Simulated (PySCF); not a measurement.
**`[BH3-][P+](C)(C)C(F)=C(F)F`, C4H9BF3P**

Molfile (atoms numbered from 1):
```
C4H9BF3P
     RDKit          3D

 18 17  0  0  0  0  0  0  0  0999 V2000
   -0.8928    1.9148    0.2626 B   0  0  0  0  0  0  0  0  0  0  0  0
   -0.3408    0.1119   -0.0851 P   0  0  0  0  0  0  0  0  0  0  0  0
   -0.6288   -1.1414    1.2227 C   0  0  0  0  0  0  0  0  0  0  0  0
   -1.0217   -0.6967   -1.5787 C   0  0  0  0  0  0  0  0  0  0  0  0
    1.4495   -0.0982   -0.4312 C   0  0  0  0  0  0  0  0  0  0  0  0
    1.7934   -0.2227   -1.7263 F   0  0  0  0  0  0  0  0  0  0  0  0
    2.4037    0.0401    0.4810 C   0  0  0  0  0  0  0  0  0  0  0  0
    3.7119    0.0077    0.2866 F   0  0  0  0  0  0  0  0  0  0  0  0
    2.1221    0.1741    1.7704 F   0  0  0  0  0  0  0  0  0  0  0  0
   -2.0696    1.8008    0.4168 H   0  0  0  0  0  0  0  0  0  0  0  0
   -0.3094    2.2441    1.2438 H   0  0  0  0  0  0  0  0  0  0  0  0
   -0.5968    2.5306   -0.7101 H   0  0  0  0  0  0  0  0  0  0  0  0
   -1.7064   -1.2157    1.3622 H   0  0  0  0  0  0  0  0  0  0  0  0
   -0.2265   -2.1158    0.9517 H   0  0  0  0  0  0  0  0  0  0  0  0
   -0.1857   -0.8012    2.1557 H   0  0  0  0  0  0  0  0  0  0  0  0
   -0.7672   -0.0977   -2.4515 H   0  0  0  0  0  0  0  0  0  0  0  0
   -2.1056   -0.7204   -1.4786 H   0  0  0  0  0  0  0  0  0  0  0  0
   -0.6380   -1.7081   -1.7037 H   0  0  0  0  0  0  0  0  0  0  0  0
  1  2  1  0
  2  3  1  0
  2  4  1  0
  2  5  1  0
  5  6  1  0
  5  7  2  3
  7  8  1  0
  7  9  1  0
  1 10  1  0
  1 11  1  0
  1 12  1  0
  3 13  1  0
  3 14  1  0
  3 15  1  0
  4 16  1  0
  4 17  1  0
  4 18  1  0
M  CHG  2   1  -1   2   1
M  END
```

Method used: PySCF, GIAO PBE/pcSseg-1 magnetisability, rotational g tensor and spin-rotation constants, non-relativistic, gas phase. Geometry: GFN2-xTB.

**Question.** How diamagnetic is it, and how anisotropic?

**Answer.** Isotropic -1529 × 10⁻³⁰ J/T², or -92.1 × 10⁻⁶ cm³/mol; principal values -1569, -1537, -1482 × 10⁻³⁰ J/T², anisotropy 76 × 10⁻³⁰ J/T² (root of half the summed squared differences of the principal values). The susceptibility is in cgs units.

**Question.** Split it along the inertial axes a, b, c into diamagnetic and paramagnetic parts about the centre of mass, with the quadrupole moment.

**Answer.** 
| axis | χ (10⁻⁶ cm³/mol) | diamagnetic (10⁻⁶ cm³/mol) | paramagnetic (10⁻⁶ cm³/mol) | summed x² of all electrons (Å²) | quadrupole Θ (D Å) |
| --- | --- | --- | --- | --- | --- |
| a | -89.4 | -764.4 | 675.0 | 236.7 | +2.65 |
| b | -92.4 | -1289.5 | 1197.1 | 112.9 | +0.99 |
| c | -94.5 | -1483.0 | 1388.6 | 67.3 | -3.64 |

Anisotropies 2χaa − χbb − χcc = +8.1 and 2χbb − χaa − χcc = -1.0 × 10⁻⁶ cm³/mol. Θ is traceless in Buckingham's convention.

**Question.** And the rotational g tensor?

**Answer.** 
| axis | rotational constant (GHz) | g | nuclear part | electronic part |
| --- | --- | --- | --- | --- |
| a | 1.8613 | -0.0222 | 0.5680 | -0.5903 |
| b | 0.9877 | -0.0099 | 0.5455 | -0.5555 |
| c | 0.8265 | -0.0065 | 0.5327 | -0.5392 |

Asymmetric top; isotopes 11B, 12C, 19F, 1H, 31P; no vibrational averaging.
